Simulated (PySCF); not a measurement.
CH5F3Si2. Atoms are numbered in the order given.

```xyz
11

Si     1.7717    -0.6886    -0.1958
F      2.0746     0.5259     0.8728
C      0.2073    -0.2248    -1.1320
Si    -1.1007     0.5301    -0.0392
F     -2.5739     0.3031    -0.7042
F     -1.1080    -0.2756     1.3818
H      1.5818    -1.9622     0.5690
H      2.9516    -0.7883    -1.1176
H     -0.2142    -1.1385    -1.6059
H      0.4480     0.4903    -1.9475
H     -0.9394     1.9863     0.2300
```

Geometry optimised at PBE-D3(BJ)/def2-SVP. The structure was generated by enumeration, and PubChem lists no compound with its InChIKey, so it may never have been made. One conformer was computed; it need not be the lowest.

Calculation: TDA-B3LYP/def2-SVPD in PySCF 2.14.0.

Vertical excitations. Isolated molecule, no solvent.

Computed excitation energies, oscillator strengths and character:
```json
[
 {"state": "S1", "energy (eV)": "7.64", "λ (nm)": "162", "f": "0.053", "main pairs": "HOMO→LUMO 96 %"},
 {"state": "S2", "energy (eV)": "7.93", "λ (nm)": "156", "f": "0.007", "main pairs": "HOMO−1→LUMO 97 %"},
 {"state": "S3", "energy (eV)": "8.28", "λ (nm)": "150", "f": "0.019", "main pairs": "HOMO→LUMO+1 94 %"},
 {"state": "S4", "energy (eV)": "8.43", "λ (nm)": "147", "f": "0.005", "main pairs": "HOMO→LUMO+2 80 %, HOMO−2→LUMO 12 %"},
 {"state": "S5", "energy (eV)": "8.51", "λ (nm)": "146", "f": "0.015", "main pairs": "HOMO−2→LUMO 62 %, HOMO→LUMO+3 20 %, HOMO→LUMO+2 11 %"},
 {"state": "S6", "energy (eV)": "8.66", "λ (nm)": "143", "f": "0.005", "main pairs": "HOMO→LUMO+3 42 %, HOMO−1→LUMO+1 37 %, HOMO−2→LUMO 14 %"},
 {"state": "S7", "energy (eV)": "8.71", "λ (nm)": "142", "f": "0.065", "main pairs": "HOMO−1→LUMO+1 55 %, HOMO→LUMO+3 31 %"},
 {"state": "S8", "energy (eV)": "8.95", "λ (nm)": "139", "f": "0.028", "main pairs": "HOMO−1→LUMO+2 89 %"},
 {"state": "S9", "energy (eV)": "9.20", "λ (nm)": "135", "f": "0.063", "main pairs": "HOMO−2→LUMO+1 86 %"},
 {"state": "S10", "energy (eV)": "9.29", "λ (nm)": "133", "f": "0.053", "main pairs": "HOMO−1→LUMO+3 70 %"},
 {"state": "T1", "energy (eV)": "7.24", "λ (nm)": "171", "f": "0", "main pairs": "HOMO→LUMO 93 %"},
 {"state": "T2", "energy (eV)": "7.48", "λ (nm)": "166", "f": "0", "main pairs": "HOMO−1→LUMO 91 %"},
 {"state": "T3", "energy (eV)": "7.96", "λ (nm)": "156", "f": "0", "main pairs": "HOMO→LUMO+1 93 %"},
 {"state": "T4", "energy (eV)": "8.03", "λ (nm)": "154", "f": "0", "main pairs": "HOMO→LUMO+2 55 %, HOMO−2→LUMO 29 %"}
]
```
Triplets are in the Tamm–Dancoff approximation.
